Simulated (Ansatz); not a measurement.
`[Cl][Ge]([Cl])([Cl])[I]` + `CCNC` → `CC[N](C)[Ge]([Cl])([Cl])[Cl]` + HI at 400 K and 1 bar (ligand exchange at a Ge–I bond).

Program: Ansatz. Geometries: PBE0-D4/def2-TZVP. ΔE: electronic, gas phase. CCSD(T)/CBS is the MP2 limit (def2-TZVPP, def2-QZVPP) plus CCSD(T) − MP2 in def2-TZVPP, frozen cores. def2 core potentials past Kr. For Ge, I outer-core shells are correlated without core-valence functions, which leaves a few kJ/mol of doubt a bond. Scalar relativity is left out up to krypton. Each species was taken in one conformer, which may not be the lowest.

| species | CCSD(T)/CBS energy (Eh) | H − E (kJ/mol) | S (J/(mol·K)) |
| --- | --- | --- | --- |
| `[Cl][Ge]([Cl])([Cl])[I]` | -3753.05178 | 45.8 | 410.5 |
| `CCNC` | -174.26710 | 345.0 | 331.8 |
| `CC[N](C)[Ge]([Cl])([Cl])[Cl]` | -3629.26530 | 355.2 | 524.0 |
| HI | -298.03592 | 25.7 | 215.0 |

H − E and S are ideal-gas, rigid-rotor, harmonic terms from PBE0-D4/def2-TZVP, for one conformer and one mirror image of each species. 1 Eh = 2625.50 kJ/mol, R = 8.31446 J/(mol·K).

Task: By hand: ΔE, ΔH, ΔS and ΔG.

Result: ΔE = (-3629.26530) + (-298.03592) − (-3753.05178) − (-174.26710) = 0.01766 Eh = 46.4 kJ/mol. Δ(H − E) = 355.2 + 25.7 − 45.8 − 345.0 = -9.9, so ΔH = 36.5 kJ/mol. ΔS = 524.0 + 215.0 − 410.5 − 331.8 = -3.3 J/(mol·K). ΔG = 36.5 − 400 × (-3.3)/1000 = 37.8 kJ/mol.

Task: By hand: the equilibrium constant, and the temperature at which ΔG would vanish if ΔH and ΔS stayed fixed.

Result: log₁₀ K = −ΔG/(RT ln 10) = -4.9. ΔH and −TΔS have one sign here, so there is no such temperature. One of them is within its doubt of zero, so this could turn.

The number of gas molecules stays the same, so ΔS is small and ΔH decides. A doubt of 5 kJ/mol in ΔE shifts log₁₀ K by 0.7 here. Other conformers and mirror images would add mixing entropy, several J/(mol·K) or more a flexible species. Modes under 60 cm⁻¹, often nearly free rotors, make the harmonic entropy too high. These are equilibria of isolated gas molecules and say nothing of rates. Largest T1 diagnostic: 0.010 (customary marks: 0.02 for closed shells, 0.045 for open ones).
